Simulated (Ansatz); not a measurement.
Reactions of H6SSi3, SMILES `S[SiH]1[SiH2][SiH2]1`.

Gas-phase electronic energies from Ansatz, PBE0-D4/def2-TZVP geometries. CCSD(T)/CBS is the MP2 limit (def2-TZVPP, def2-QZVPP) plus CCSD(T) − MP2 in def2-TZVPP, frozen cores. This one scheme is used for every species, atoms too. For atomizations the MP2-based limit and the directly extrapolated one differ by several kJ/mol either way, and by 10 to 25 for some Ge, Se and Sn compounds, so smaller differences from it don't rank the levels. Functionals use def2-TZVPP. Open shells (•) are unrestricted, without spin–orbit coupling. Spin–orbit coupling would lower the free atoms: a little for S, Si. Each species was taken in one conformer, which may not be the lowest.

```json
{"reaction": "`S[SiH]1[SiH2][SiH2]1` + H₂O → `O[SiH]1[SiH2][SiH2]1` + H₂S", "CCSD(T)/CBS(def2) (eV)": "-0.08"}
{"reaction": "`S[SiH]1[SiH2][SiH2]1` + CH₄ → `C[SiH]1[SiH2][SiH2]1` + H₂S", "CCSD(T)/CBS(def2) (eV)": "0.68"}
{"reaction": "`S[SiH]1[SiH2][SiH2]1` + H₂ → `[SiH2]1[SiH2][SiH2]1` + H₂S", "CCSD(T)/CBS(def2) (eV)": "?"}
{"reaction": "`S[SiH]1[SiH2][SiH2]1` + HCl → `Cl[SiH]1[SiH2][SiH2]1` + H₂S", "CCSD(T)/CBS(def2) (eV)": "-0.27"}
{"reaction": "`S[SiH]1[SiH2][SiH2]1` + H–F → `F[SiH]1[SiH2][SiH2]1` + H₂S", "CCSD(T)/CBS(def2) (eV)": "-0.48"}
{"reaction": "`S[SiH]1[SiH2][SiH2]1` → 6 H• + S• + 3 Si•", "CCSD(T)/CBS(def2) (eV)": "29.64"}
{"reaction": "`S[SiH]1[SiH2][SiH2]1` + CH₃OH → `OC[SiH]1[SiH2][SiH2]1` + H₂S", "CCSD(T)/CBS(def2) (eV)": "?"}
```

Task: Fill in the missing values. (Best estimate.)

Result: Computed: `S[SiH]1[SiH2][SiH2]1` + H₂ → `[SiH2]1[SiH2][SiH2]1` + H₂S: +0.38 eV; `S[SiH]1[SiH2][SiH2]1` + CH₃OH → `OC[SiH]1[SiH2][SiH2]1` + H₂S: +0.78 eV.

Largest T1 diagnostic: 0.015, for `[SiH2]1[SiH2][SiH2]1`.
